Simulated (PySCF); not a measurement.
## ECD: `CC[C@H](Br)[C@@H](F)C#N`, C₅H₇BrFN

Geometry (Å), atoms numbered from 1 in this order:
```xyz
15

C    -2.108   -0.138    0.256
C    -0.649    0.237    0.477
C     0.235   -0.181   -0.688
Br    0.340   -2.136   -0.843
C     1.671    0.342   -0.559
F     1.652    1.717   -0.667
C     2.268   -0.039    0.712
N     2.726   -0.343    1.712
H    -2.708    0.198    1.096
H    -2.218   -1.216    0.166
H    -2.492    0.327   -0.650
H    -0.283   -0.223    1.399
H    -0.559    1.323    0.583
H    -0.183    0.170   -1.636
H     2.304   -0.030   -1.379
```

Computed with TDDFT PBE0/def2-SVPD circular dichroism and optical rotation, one conformer, gas phase in PySCF 2.14.0. Geometry: GFN2-xTB.

The molecule is flexible and this is one conformer; a measurement averages over conformers. The calculation is non-relativistic, which matters for the atoms heavier than Zn.

**Question.** What are the CIP labels of the stereocentres?

**Answer.** C3 S, C5 S.

**Question.** Which excitations and rotatory strengths does the calculation give?

**Answer.** Rotatory strengths R in 10⁻⁴⁰ esu² cm², velocity form and length form (origin at the centre of mass); f in length form.
| state | E (eV) | λ (nm) | f | R (velocity) | R (length) | main |
| --- | --- | --- | --- | --- | --- | --- |
| 1 | 6.00 | 207 | 0.002 | +4.4 | +3.8 | HOMO→LUMO 0.87 |
| 2 | 6.07 | 204 | 0.002 | -6.0 | -5.6 | HOMO−1→LUMO 0.88 |
| 3 | 7.08 | 175 | 0.005 | -0.6 | +0.2 | HOMO→LUMO+1 0.92 |
| 4 | 7.10 | 175 | 0.007 | +5.4 | +5.7 | HOMO−1→LUMO+1 0.70, HOMO−2→LUMO 0.12 |
| 5 | 7.31 | 170 | 0.007 | -5.3 | -5.5 | HOMO−2→LUMO 0.47, HOMO−1→LUMO+1 0.23 |
| 6 | 7.51 | 165 | 0.008 | +10.8 | +10.7 | HOMO→LUMO+2 0.91 |
| 7 | 7.61 | 163 | 0.030 | -15.7 | -16.0 | HOMO−1→LUMO+2 0.92 |
| 8 | 7.95 | 156 | 0.005 | +8.6 | +8.9 | HOMO−2→LUMO+1 0.35, HOMO−2→LUMO 0.24 |
| 9 | 7.97 | 156 | 0.006 | -15.9 | -16.3 | HOMO−4→LUMO 0.45, HOMO−2→LUMO+2 0.16 |
| 10 | 8.01 | 155 | 0.061 | -0.1 | -0.2 | HOMO−3→LUMO 0.77 |
| 11 | 8.12 | 153 | 0.041 | +1.8 | +1.4 | HOMO→LUMO+3 0.76 |
| 12 | 8.22 | 151 | 0.043 | +13.9 | +14.0 | HOMO−1→LUMO+3 0.76 |

For state 3 the two forms differ in sign, so the sign of R isn't settled.

Among the states computed, the strongest CD band (largest |R|) is state 9. The largest dissymmetry factor in size, g = 4R/(D+G), with D and G the electric and magnetic dipole strengths, is -0.033 for state 9 (velocity form, f = 0.006), among bands with |R| over 0.5. The mirror image has the same energies and oscillator strengths and all R with the opposite sign.
